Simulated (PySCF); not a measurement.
Input of a run (PBE0-D3(BJ)/def2-SVP geometry optimisation, gas phase (PySCF 2.14.0)), started from GFN2-xTB:
```
{"job": {"xc": "PBE0", "basis": "def2-SVP", "d3": "d3bj", "grid": 1, "shake": 0.01, "kind": "geom"}, "charge": 0, "multiplicity": 1}
C     -0.850470     1.287460    -0.355530
C     -0.080370     0.022720    -0.178540
O     -0.727430    -1.136430    -0.741370
C     -1.965760    -1.361290    -0.490140
F     -2.826240    -0.560000    -1.221020
F     -2.366120    -1.141600     0.796290
C      1.338510     0.121720    -0.797270
C      2.261050     0.437730     0.389420
F      3.162630    -0.567770     0.569010
O      1.440960     0.521270     1.538940
C      0.264330    -0.184450     1.334000
F      0.465220    -1.515530     1.574710
H     -1.844050     1.284620     0.167770
H     -0.305330     2.147860     0.035590
H     -1.080850     1.464960    -1.415180
H     -2.234740    -2.390620    -0.746600
H      1.387230     0.899510    -1.569010
H      1.589490    -0.837370    -1.215890
H      2.826950     1.348920     0.312600
H     -0.506010     0.173680     2.042280
```

Output (energies in Eh, forces in Eh/bohr):
```
step   0  E = -781.89744899  max force = 0.073507
step   1  E = -781.90251005  max force = 0.033917
step   2  E = -781.90472206  max force = 0.013420
step   3  E = -781.90528509  max force = 0.004939
step   4  E = -781.90551419  max force = 0.002713
step   5  E = -781.90564245  max force = 0.002888
step   6  E = -781.90574210  max force = 0.003448
step   7  E = -781.90587903  max force = 0.002348
step   8  E = -781.90598137  max force = 0.001685
step   9  E = -781.90606535  max force = 0.001706
step  10  E = -781.90610501  max force = 0.001553
step  11  E = -781.90611462  max force = 0.000767
step  12  E = -781.90611397  max force = 0.000243
optimisation converged
```

**Question.** Summarise the run.

**Answer.** The energy falls by 0.236 eV over 13 energy and gradient evaluations, the largest force component goes from 0.0735 to 2.4e-04 Eh/bohr, and the atoms move by 0.166 Å rms after alignment. The bond that changes most is O3–C4 (ether oxygen to CHF2 carbon), which lengthens by 0.062 Å. Bonds longer at the end by more than 0.005 Å: 6 of 20; shorter: 11. Among the angles that change most is O3–C4–F6, from 116.1° to 112.0°. Among the dihedrals that turn most is H17–C7–C8–H19, from 0° to 17°. The energy never rose by more than 1e-6 Eh on the way. The first step brought 58 % of the lowering.

**Question.** What are the final bond lengths?

**Answer.** C1–C2 1.520 Å, C2–O3 1.422 Å, O3–C4 1.346 Å, C4–F5 1.352 Å, C4–F6 1.351 Å, C2–C7 1.527 Å, C7–C8 1.523 Å, C8–F9 1.361 Å, C8–O10 1.397 Å, O10–C11 1.380 Å, C11–F12 1.361 Å, C2–C11 1.546 Å, C1–H13 1.098 Å, C1–H14 1.099 Å, C1–H15 1.099 Å, C4–H16 1.101 Å, C7–H17 1.097 Å, C7–H18 1.098 Å, C8–H19 1.102 Å, C11–H20 1.099 Å. Numbering counts from 1 in the input's order; the species is `C[C@@]1(OC(F)F)C[C@H](F)O[C@@H]1F`.

The run used 208 basis functions and 89 SCF cycles in all. The run took 5.7 min of wall time on an Arm Neoverse V2 with one thread (shared host), and the process peaked at 0.94 GiB of memory.

Whether it is a minimum is left open (no frequencies). One conformer, not necessarily the lowest.
